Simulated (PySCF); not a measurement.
Rows and methods have been separated. Pair them.

Compound: C2H6OSSi.
Atom-mapped SMILES: `[SiH3:1][O:2][C@H:3]1[CH2:4][S:5]1` (hydrogens: H6, H7, H8 on Si1; H9 on C3; H10, H11 on C4)

The closed-shell ground state was solved 7 times with PySCF (density fitting, gas phase), always in the pcSseg-2 basis (278 functions), with these functionals: B97-2, BHandHLYP, BLYP, CAM-B3LYP, HF, LC-wPBE and mPW1PW91. Geometry: PBE0-D3(BJ)/def2-SVP, one conformer, isolated molecule.

```tsv
row	total energy (Eh)	HOMO (eV)	LUMO (eV)	dipole (D)
P	-842.7760	-5.40	-0.94	1.24
Q	-842.5306	-9.56	2.00	1.29
R	-842.8131	-6.54	-0.13	1.32
S	-842.8203	-6.81	-0.12	1.30
T	-842.7787	-8.14	0.86	1.27
U	-842.7344	-7.89	0.76	1.31
V	-840.6416	-9.62	2.68	1.45
```

Which functional belongs to which row?

P = BLYP, Q = LC-wPBE, R = B97-2, S = mPW1PW91, T = CAM-B3LYP, U = BHandHLYP, V = HF. By rising HOMO–LUMO gap: BLYP (GGA) 4.46 eV; B97-2 (global hybrid, 21 % exact exchange) 6.41 eV; mPW1PW91 (global hybrid, 25 % exact exchange) 6.69 eV; BHandHLYP (global hybrid, 50 % exact exchange) 8.65 eV; CAM-B3LYP (range-separated hybrid) 9.00 eV; LC-wPBE (range-separated hybrid) 11.56 eV; HF (all exact exchange) 12.30 eV. Total energies of different functionals aren't bounds to one another; each is stationary for its own functional.

The values belong to the conformer `[SiH3:1][O:2][C@H:3]1[CH2:4][S:5]1`: Si1–O2–C3–C4 -142°.
